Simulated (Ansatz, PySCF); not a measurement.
fluoroethane (C2H5F), SMILES CCF. Atoms are numbered in the order given.

```xyz
8

C     -0.2253     1.1954     0.0000
C      0.5487    -0.1028     0.0000
F     -0.3396    -1.1938     0.0000
H      0.4726     2.0463     0.0000
H     -0.8612     1.2710    -0.8927
H     -0.8612     1.2710     0.8927
H      1.1828    -0.1997     0.8963
H      1.1828    -0.1997    -0.8963
```
Charge 0, spin multiplicity 1.

The structure is a stationary point at PBE-D3(BJ)/def2-TZVP.

Vertical ionisation energy (IE) and electron affinity (EA) in eV. Rows of orbital energies are one-electron estimates. Where ΔSCF, EOM or ADC give a negative EA the extra electron is unbound and the value depends on the basis.

```tsv
level	IE	EA
−ε(HOMO), −ε(LUMO), ωB97X/def2-TZVPD (PySCF)	11.94	-2.14
−ε(HOMO), −ε(LUMO), PBE/def2-TZVPD (PySCF)	7.73	0.18
ΔSCF, PBE0/def2-SVPD (Ansatz), final states of multiplicity 2 and 2	[?]	[?]
ΔSCF, PBE/def2-SVPD (Ansatz), final states of multiplicity 2 and 2	11.61	-1.84
```

### Question
Fill in the missing entries. (An estimate is asked for; the answer gives what the named calculation found.)

### Answer

- ΔSCF, PBE0/def2-SVPD (Ansatz, an electronic-structure program), final states of multiplicity 2 and 2, IE: 12.12
- ΔSCF, PBE0/def2-SVPD (Ansatz), final states of multiplicity 2 and 2, EA: -1.98

### Question
What vertical singlet–triplet gap does ΔSCF give with PBE0/def2-SVPD (Ansatz) and with PBE/def2-SVPD (Ansatz)? (The exact figures need the calculation; the answer reports its results.)

### Answer
8.85 and 8.19 eV (triplet above singlet where positive).
